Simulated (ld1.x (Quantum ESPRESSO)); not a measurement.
## What one change does to a pseudopotential (Cu, ultrasoft)

copper, ultrasoft, made with ld1.x (Quantum ESPRESSO) 7.5 (Wu–Cohen, fully relativistic). Core [Ar], reference 3d10 4s0.5 4p0.5. Waves: 4s (bound): rcut 1.90, rcutus 2.30 bohr; 4s channel at 4.25 Ry: rcut 1.90, rcutus 2.30 bohr; 4p (bound): rcut 2.00, rcutus 2.60 bohr; 4p channel at 0.55 Ry: rcut 2.00, rcutus 2.60 bohr; 3d (bound): rcut 1.10, rcutus 1.35 bohr; 3d channel at 0.7 Ry: rcut 1.10, rcutus 1.35 bohr. Local part: all-electron potential smoothed inside 1.80 bohr (lloc = -2). Core correction: none. Augmentation charge: PSQ, inside the norm-conserving radii.

Open shells are filled in proportion to 2j + 1 (rel_dist='average').

All-electron outer shells of the reference configuration (Wu–Cohen, scalar-relativistic, ld1.x):

```
shell  level (eV)  outermost node (bohr)  outermost maximum (bohr)
   3s     -115.62                   0.29                      0.61
   3p      -73.21                   0.26                      0.62
   3d       -6.21                      –                      0.60
   4s       -5.41                   0.89                      2.21
   4p       -1.17                   0.97                      3.39
```

Change: all radii scaled by about 0.77 (s 1.78, p 2.00, d 1.04 bohr, rcut 1.46/1.54/0.84); local potential all-electron potential smoothed inside 1.38 bohr (lloc = -2).

Cutoffs: the cutoffs (Ry, on a coarse ladder) from which the occupation-weighted sum of valence levels, in a spherical-Bessel basis at the reference potential, stays within 10 and 1 mRy of its value at 400 Ry; they do not see the model core or the augmentation charge, which bear on the density cutoff. Errors are all-electron minus pseudo energies relative to the spin-unpolarised reference configuration.

Problem. What does the change do?

Solution. The potential gets harder (60 Ry and 100 Ry → 140 Ry and 230 Ry); the number of tests with a reliable result goes from 7 to 0 (the test run of the changed file stopped, so its transferability is not established); neither file shows a bound ghost. A smaller radius makes the pseudo-wave follow the all-electron one further in, where it bends more sharply, so more plane waves are needed.

```tsv
quantity	base	changed
cutoff, loose	60 Ry	140 Ry
cutoff, tight	100 Ry	230 Ry
loose cutoff by channel (10 mRy a level)	s 6 Ry, p 6 Ry, d 50 Ry	s 8 Ry, p 6 Ry, d 90 Ry
bound ghosts	none	none
tests with a reliable result	7 of 7	0 of 7 (the test run stopped)
lowest overlap eigenvalue by channel	s 0.70, p1/2 0.70, p3/2 0.69, d3/2 1.00, d5/2 1.00	s 0.59, p1/2 0.69, p3/2 0.70, d3/2 0.98, d5/2 0.98
```
